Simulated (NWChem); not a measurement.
# Correlation energy of diarsenic (As₂)

```
As
As 1 2.0913
```
Charge 0, spin multiplicity 1.

Everything below was run with NWChem. Structure: optimised with PBE0/def2-SVP, a minimum by its harmonic frequencies.

Basis set: STO-3G. Each correlation energy counts from its own Hartree-Fock reference.

The Hamiltonian is non-relativistic. The correlated methods keep 18 core orbitals frozen. Coupled-cluster values serve here as a point of comparison, not as the truth.

For the correlation energy, MP2 gives -124.7 mHa and SCS-MP2 gives -122.2 mHa. What do CCSD, CCSD+T(CCSD), CCSD(T) give?

CCSD: -121.7 mHa; CCSD+T(CCSD): -123.2 mHa; CCSD(T): -123.2 mHa.
